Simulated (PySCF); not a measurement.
## Computed properties of Ge(H)(Cl)2(vinyl) (C2H4Cl2Ge), SMILES [GeH]([Cl])([CH]=C)[Cl]

C₂H₄Cl₂Ge, SMILES C=[CH][GeH]([Cl])[Cl]. The structure is a stationary point at PBE0-D3(BJ)/def2-SVP. The values are those of a single conformer. All values are computed for the isolated molecule unless a solvent is named; none is compared with measurement here.

**Structure.** All 21 harmonic modes at PBE0-D3(BJ)/def2-SVP (PySCF) are real, so it is a minimum. With heavy atoms numbered as in [GeH:1]([Cl:2])([Cl:3])[CH:4]=[CH2:5], the shortest bond between them is C4–C5 at 1.334 Å and the longest Ge1–Cl2 at 2.158 Å.

**Vibrations.** The strongest infrared lines (harmonic, unscaled, degenerate partners summed) lie at 2195 cm⁻¹ (95 km/mol, H 99 %), 741 cm⁻¹ (94 km/mol, H 94 %), 439 cm⁻¹ (80 km/mol, Cl 58 %, Ge 40 %). The softest mode is at 75 cm⁻¹ and the zero-point energy is 33.6 kcal/mol.

**Electronic structure.** CAM-B3LYP/def2-TZVP (PySCF) places the frontier levels at -9.93 and -0.06 eV, a gap of 9.87 eV, and gives a dipole moment of 2.75 D and a mean polarisability of 74.6 bohr³. PBE/def2-TZVP (PySCF) at the same geometry gives -7.38 and -2.16 eV, so its gap is 4.65 eV narrower. An orbital gap is neither the optical nor the fundamental gap.

**Excitations.** TDA-B3LYP/def2-SVPD (PySCF) has S1 at 6.04 eV (205 nm, f = 0.013, weak); the most intense of the 10 singlets computed lies at 7.14 eV (f = 0.11). T1 (TDA) is at 4.29 eV, 1.75 eV under S1. TDA-PBE/def2-SVPD (PySCF) puts S1 at 5.36 eV. No vertical singlet excitation falls in the visible range (under 3.1 eV).

**NMR.** GIAO shifts at B3LYP/pcSseg-1 (PySCF) (non-relativistic, atoms alike by connectivity averaged): ¹³C from 144.0 to 148.0 ppm against TMS; ¹H from 6.6 to 6.8 ppm against TMS. Without spin–orbit terms, shifts of atoms bonded to Cl or Br come out too high.
